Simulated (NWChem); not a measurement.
System: C2H3I; SMILES IC=C

Output (shortened):

```
             Northwest Computational Chemistry Package (NWChem) 7.3.0
             --------------------------------------------------------

 CS  symmetry detected

                             Geometry "geometry" -> ""
                             -------------------------

 Output coordinates in angstroms (scale by  1.889725989 to convert to a.u.)

  No.       Tag          Charge          X              Y              Z
 ---- ---------------- ---------- -------------- -------------- --------------
    1 C                    6.0000    -0.34457434     2.44614405     0.00000000
    2 C                    6.0000     0.52406208     1.44125259     0.00000000
    3 I                   53.0000    -0.02424776    -0.57884720     0.00000000
    4 H                    1.0000    -1.42694935     2.29578555     0.00000000
    5 H                    1.0000     0.02757679     3.47579111     0.00000000
    6 H                    1.0000     1.60757764     1.58294511     0.00000000

 Effective nuclear repulsion energy (a.u.)     189.9674260058

      Symmetry information
      --------------------

 Group name             Cs
 Group number              2
 Group order               2
 No. of unique centers     6

 Summary of "ao basis" -> "ao basis" (spherical)
 ------------------------------------------------------------------------------
       Tag                 Description            Shells   Functions and Types
 ---------------- ------------------------------  ------  ---------------------
 C                          def2-svp                 6       14   3s2p1d
 I                          def2-svp                10       26   4s4p2d
 H                          def2-svp                 3        5   2s1p

      Symmetry analysis of basis
      --------------------------

        a'         50
        a"         19

            General Information
            -------------------
          SCF calculation type: DFT
          Wavefunction type:  closed shell.
          No. of atoms     :     6
          No. of electrons :    40
           Alpha electrons :    20
            Beta electrons :    20
          Charge           :     0
          Spin multiplicity:     1
          Use of symmetry is: on ; symmetry adaption is: on
          Maximum number of iterations: 150
          AO basis - number of functions:    69
                     number of shells:    31
          Convergence on energy requested:  1.00D-06
          Convergence on density requested:  1.00D-05
          Convergence on gradient requested:  5.00D-04

              XC Information
              --------------
          PerdewBurkeErnzerhof Exchange Functional  1.000
            Perdew 1991 LDA Correlation Functional  1.000 local
           PerdewBurkeErnz. Correlation Functional  1.000 non-local

             Grid Information
             ----------------
          Grid used for XC integration:  medium
          Radial quadrature: Mura-Knowles
          Angular quadrature: Lebedev.
          Tag              B.-S. Rad. Rad. Pts. Rad. Cut. Ang. Pts.
          ---              ---------- --------- --------- ---------
          C                   0.70       49          10.0       434
          I                   1.40      123          11.0       590
          H                   0.35       45          11.0       434
          Grid pruning is: on
          Number of quadrature shells:   356
          Spatial weights used:  Erf1

      Superposition of Atomic Density Guess
      -------------------------------------

 Sum of atomic energies:        -423.87457796

      Non-variational initial energy
      ------------------------------

 Total energy =    -374.634935
 1-e energy   =    -827.284965
 2-e energy   =     348.137003
 HOMO         =      -0.290341
 LUMO         =       0.009158

      Symmetry analysis of molecular orbitals - initial
      -------------------------------------------------

  Numbering of irreducible representations:

     1 a'          2 a"

  Orbital symmetries:

     1 a'          2 a'          3 a'          4 a'          5 a'
     6 a"          7 a'          8 a'          9 a"         10 a'
    11 a"         12 a'         13 a'         14 a'         15 a'
    16 a'         17 a"         18 a'         19 a'         20 a"
    21 a'         22 a"         23 a'         24 a'         25 a'
    26 a'         27 a'         28 a'         29 a'         30 a'

     ---------------------------------------------
      Total Density - Mulliken Population Analysis
     ---------------------------------------------

    Atom       Charge   Shell Charges
 -----------   ------   -------------------------------------------------------
    1 C    6     6.23   1.99  0.97  0.26  2.01  0.98  0.03
    2 C    6     6.03   1.99  0.95  0.31  1.73  1.02  0.03
    3 I   25    25.09   1.83  0.22  1.23  0.66  2.93  3.13  2.58  2.49  9.82  0.21
    4 H    1     0.89   0.66  0.20  0.03
    5 H    1     0.88   0.66  0.20  0.03
    6 H    1     0.88   0.66  0.19  0.02

   convergence    iter        energy       DeltaE   RMS-Dens  Diis-err
 ---------------- ----- ----------------- --------- --------- ---------
 d= 0,ls=0.0,diis     1   -375.4673127120 -4.80D+02  1.42D-02  3.02D-01
 d= 0,ls=0.0,diis     2   -375.4055935432  6.17D-02  1.08D-02  7.12D-01
 d= 0,ls=0.0,diis     3   -375.4904175700 -8.48D-02  3.63D-03  1.02D-01
 d= 0,ls=0.0,diis     4   -375.5027741732 -1.24D-02  1.70D-03  1.25D-02
 d= 0,ls=0.0,diis     5   -375.5047678689 -1.99D-03  4.01D-04  7.97D-04
  Resetting Diis
 d= 0,ls=0.0,diis     6   -375.5048887870 -1.21D-04  7.13D-05  1.55D-05
 d= 0,ls=0.0,diis     7   -375.5048907789 -1.99D-06  3.22D-05  7.52D-07
 d= 0,ls=0.0,diis     8   -375.5048907228  5.60D-08  1.97D-05  1.10D-06
 d= 0,ls=0.0,diis     9   -375.5048908754 -1.53D-07  4.54D-06  1.82D-07

         Total DFT energy =     -375.504890875431
      One electron energy =     -829.651009977633
           Coulomb energy =      383.632866125926
    Exchange-Corr. energy =      -33.999774753766
 Nuclear repulsion energy =      104.513027730042

 Numeric. integr. density =       39.999998861691

                  Occupations of the irreducible representations
                  ----------------------------------------------

                     irrep           alpha         beta
                     --------     --------     --------
                     a'               15.0         15.0
                     a"                5.0          5.0

                       DFT Final Molecular Orbital Analysis
                       ------------------------------------

 Vector   18  Occ=2.000000D+00  E=-2.896397D-01  Symmetry=a"
              MO Center=  1.4D-01,  1.2D+00,  2.9D-18, r^2= 2.5D+00
   Bfn.  Coefficient  Atom+Function         Bfn.  Coefficient  Atom+Function
  ----- ------------  ---------------      ----- ------------  ---------------
    20      0.389094  2 C  pz                41      0.311945  3 I  pz
     6      0.301694  1 C  pz                23      0.249256  2 C  pz
    44      0.247583  3 I  pz                 9      0.170890  1 C  pz
    38     -0.127923  3 I  pz                35     -0.103988  3 I  pz
    51      0.039127  3 I  d -1              46     -0.031136  3 I  d -1

 Vector   19  Occ=2.000000D+00  E=-2.308542D-01  Symmetry=a'
              MO Center= -3.8D-03, -5.0D-01, -2.5D-15, r^2= 2.2D+00
   Bfn.  Coefficient  Atom+Function         Bfn.  Coefficient  Atom+Function
  ----- ------------  ---------------      ----- ------------  ---------------
    39      0.590966  3 I  px                42      0.528355  3 I  px
    36     -0.239771  3 I  px                33     -0.193918  3 I  px
    40     -0.155134  3 I  py                43     -0.141052  3 I  py
     3      0.137364  1 C  s                 65     -0.094042  6 H  s
    18     -0.077248  2 C  px                66     -0.067948  6 H  s

 Vector   20  Occ=2.000000D+00  E=-2.170591D-01  Symmetry=a"
              MO Center= -5.4D-02,  2.6D-01, -2.8D-16, r^2= 3.5D+00
   Bfn.  Coefficient  Atom+Function         Bfn.  Coefficient  Atom+Function
  ----- ------------  ---------------      ----- ------------  ---------------
    41      0.524293  3 I  pz                44      0.482046  3 I  pz
     6     -0.296258  1 C  pz                 9     -0.215337  1 C  pz
    38     -0.211681  3 I  pz                20     -0.192953  2 C  pz
    35     -0.171039  3 I  pz                23     -0.116791  2 C  pz

 Vector   21  Occ=0.000000D+00  E=-5.280032D-02  Symmetry=a'
              MO Center=  7.9D-02,  5.8D-02, -2.9D-15, r^2= 3.6D+00
   Bfn.  Coefficient  Atom+Function         Bfn.  Coefficient  Atom+Function
  ----- ------------  ---------------      ----- ------------  ---------------
    17      0.928905  2 C  s                 43     -0.858199  3 I  py
    22     -0.492340  2 C  py                32     -0.462195  3 I  s
    19     -0.393042  2 C  py                40     -0.362356  3 I  py
    16      0.272129  2 C  s                 42     -0.234959  3 I  px
    66     -0.231148  6 H  s                 56     -0.221345  4 H  s

[...]

                         DFT ENERGY GRADIENTS

    atom               coordinates                        gradient
                 x          y          z           x          y          z
   1 C      -0.651151   4.622542   0.000000    0.004968  -0.005525   0.000000
   2 C       0.990334   2.723572   0.000000   -0.004293   0.004652   0.000000
   3 I      -0.045822  -1.093863   0.000000    0.001164   0.006041   0.000000
   4 H      -2.696543   4.338406   0.000000    0.005408   0.000377   0.000000
   5 H       0.052113   6.568293   0.000000   -0.001714  -0.005212   0.000000
   6 H       3.037881   2.991333   0.000000   -0.005532  -0.000333   0.000000
```

Level: PBE/def2-SVP with def2 effective core potentials on I. Structure relaxed at the PBE0/def2-SVP level. def2 effective core potentials on I; no spin-orbit coupling.

Task: Which NWChem input produces such a log?

Result: This is not unique; one that fits is the input that was run:
```
start job
memory heap 200 mb stack 900 mb global 1100 mb
geometry units angstroms noautoz
  C     -0.356303     2.440913     0.000000
  C      0.520824     1.443424     0.000000
  I     -0.010335    -0.581253     0.000000
  H     -1.437364     2.281381     0.000000
  H      0.007103     3.473679     0.000000
  H      1.603099     1.594300     0.000000
end
basis spherical
  C library def2-svp
  I library def2-svp
  H library def2-svp
end
ecp
  I library def2-ecp
end
dft
  xc xpbe96 cpbe96
  iterations 150
  mulliken
end
task dft gradient
```
